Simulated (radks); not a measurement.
Problem. Excited configurations of Co XXV: one electron is placed in a higher orbital outside [He]. The ground configuration is [He] 2s1. Method: non-relativistic Kohn-Sham, PBE, spin-unpolarised, spherical densities, point nucleus; without spin polarisation the odd electron is poorly described; computed with a radial shooting solver on a logarithmic mesh with Libxc functionals. Excitation = E - E(ground); binding = E(ion) - E, where the ion is the core of charge +25; n* = 25/sqrt(2 binding) in atomic units, and the quantum defect is n - n*.

outer orbital  excitation (eV)  binding (eV)     n*  quantum defect  eigenvalue (eV)  <r> (bohr)
3d                      1248.4        941.44  3.005          -0.005          -918.39      0.4205
5p                      1846.9        342.95  4.980           0.020          -336.89       1.448
5d                      1848.6        341.22  4.992           0.008          -334.75       1.375
6f                      1953.2        236.63  5.995           0.005          -232.16       1.917

Estimate the row for 3s.

Solution. excitation (eV) 1224.0; binding (eV) 965.82; n* 2.967; quantum defect 0.033; eigenvalue (eV) -947.73; <r> (bohr) 0.5282. The Delta-SCF ionisation energy is 2189.8 eV (NIST Atomic Spectra Database: 2218.9 eV, theoretical). Self-interaction in the functional shifts the binding energies and quantum defects, so they are the method's values and not measured ones. Spin polarisation and multiplet splitting are left out, so open shells lie too high by an amount that depends on their filling.
